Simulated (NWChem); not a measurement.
Molecule: InBrCl2; SMILES [Cl][In]([Cl])[Br]

```xyz
4

In     0.0000     0.0000     0.3721
Cl     0.0000    -1.9994     1.5566
Cl     0.0000     1.9994     1.5566
Br     0.0000     0.0000    -2.0794
```
Atoms are numbered in this order, from 1.

Level: PBE0/def2-SVP with def2 effective core potentials on In (NWChem), optimised geometry, unscaled harmonic frequencies. This build's default masses of Se (78.918 u) and Br (79.917 u) are each other's, which moves their modes by up to 0.6 %. def2 effective core potentials on In; no spin-orbit coupling.

Problem. List the harmonic frequencies with IR intensities, and the thermochemistry.

Solution. 
| frequency (cm⁻¹) | IR intensity (km/mol) |
|---|---|
| 76 | 5.1 |
| 93 | 9.2 |
| 93 | 11.5 |
| 257 | 14.5 |
| 374 | 40.1 |
| 401 | 58.5 |

```json
{
 "zero_point_energy": "1.8 kcal/mol",
 "thermal correction to the enthalpy at 298.15 K (with zero-point energy)": "6.3 kcal/mol",
 "heat capacity Cv": "16.6 cal/(mol K)",
 "entropy at 298.15 K and 1 atm (symmetry number 2)": "86.2 cal/(mol K)"
}
```

Rigid rotor and harmonic oscillator; modes under 100 cm⁻¹ make the entropy uncertain.
